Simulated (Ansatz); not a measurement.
Ansatz (a first-principles code) input (CCSD(T)/aug-cc-pV(T+d)Z):
A basis named .json is the Basis Set Exchange file of that set.

Ansatz 0.2 input:
```yaml
crystal:
  periodic: [false, false, false]
  atoms:
    - {symbol: C, position_ang: [1.69952952, 0.07834426, 0.06787326]}
    - {symbol: C, position_ang: [1.11299908, -1.12833926, 0.00869799]}
    - {symbol: O, position_ang: [-0.21649957, -1.33358648, -0.04876051]}
    - {symbol: Si, position_ang: [-1.37949157, -0.11792734, -0.05673882]}
    - {symbol: C, position_ang: [-0.38457180, 1.42775867, 0.02844962]}
    - {symbol: C, position_ang: [0.96025633, 1.32560970, 0.07718272]}
    - {symbol: H, position_ang: [2.77892030, 0.10940593, 0.11041375]}
    - {symbol: H, position_ang: [1.67995798, -2.05128243, 0.00257681]}
    - {symbol: H, position_ang: [-2.19146336, -0.26638478, -1.28828475]}
    - {symbol: H, position_ang: [-2.28340968, -0.33868992, 1.09748781]}
    - {symbol: H, position_ang: [-0.82903258, 2.41658960, 0.04128866]}
    - {symbol: H, position_ang: [1.56062712, 2.22979591, 0.12772367]}
basis:
  gaussian:
    orbitals: aug-cc-pV_T+d_Z.json
magnetization: {spin_polarized: false}
correlation: {method: ccsd_t, electrons: outside_noble_gas}
```

End of the output:

```
integrals: 7.66 GiB planned
2444 factors; integrals over basis functions are off by at most 8.6e-4 eV
3.55 GiB of device memory are held for the factors and their scratch space
mean field: 3.53 GiB planned
mean field evaluation 1: about -14114.0896 eV, gradient 4.4e1 eV
mean field evaluation 2: about -14114.3041 eV, gradient 4.4e1 eV
mean field evaluation 4: about -14119.1788 eV, gradient 4.9e0 eV
mean field evaluation 8: about -14119.2570 eV, gradient 3.2e-1 eV
mean field evaluation 16: about -14114.0896 eV, gradient 4.4e1 eV
mean field -14119.25762797 eV, -518.8731474515 hartree, gradient 8.3e-6 eV, S^2 0.000000; 0 other end points of the search recorded, 0 dependent functions left out; unrestricted orbitals would lower it
10 core orbitals not correlated
reference -14119.25762797 eV, -518.8731474515 hartree; 16, 16 occupied and 397, 397 virtual orbitals, 2444 factors
second order -27.13370067 eV of doubles, -0.00000000 eV of singles
coupled cluster: 46.63 GiB planned
cycle   1  -27.19857770 eV  change   -6.5e-2 eV  update   1.2e-1
cycle   2  -27.91224174 eV  change   -7.1e-1 eV  update   3.9e-2
cycle   3  -28.09054853 eV  change   -1.8e-1 eV  update   2.1e-2
cycle   4  -28.07879555 eV  change    1.2e-2 eV  update   6.1e-3
cycle   5  -28.07485554 eV  change    3.9e-3 eV  update   2.8e-3
cycle   6  -28.07670286 eV  change   -1.8e-3 eV  update   1.0e-3
cycle   7  -28.07647986 eV  change    2.2e-4 eV  update   3.8e-4
cycle   8  -28.07626444 eV  change    2.2e-4 eV  update   1.8e-4
cycle   9  -28.07635318 eV  change   -8.9e-5 eV  update   6.7e-5
cycle  10  -28.07635570 eV  change   -2.5e-6 eV  update   2.7e-5
perturbative correction -1.36674603 eV, -0.0502269901 hartree
Total energy: -14148.70072970 eV, -519.9551614828 hartree
```
